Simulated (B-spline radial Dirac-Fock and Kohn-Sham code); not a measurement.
## Photoionisation of phosphorus ions at W Kα (59318.2 eV)

These are calculated numbers from a radial atomic solver; the model is a relativistic central-field model (Hartree-Slater potential of the initial state, Latter tail, multipole expansion of the photon field, Dirac-Fock thresholds). Cross sections in kb; a dash marks an empty subshell or a threshold above the photon energy.

```csv
ion,configuration,total,1s,2s,2p1/2,2p3/2
P⁵⁺,[He] 2s2 2p6,0.008495,0.00789,0.000587,6.91e-06,1.24e-05
P⁹⁺,[He] 2s2 2p2,0.008673,0.00793,0.000731,3.18e-06,5.70e-06
P¹⁰⁺,[He] 2s2 2p1,0.008727,0.00795,0.000769,1.72e-06,3.09e-06
P¹⁴⁺,1s1,0.004117,0.00412,–,–,–
```
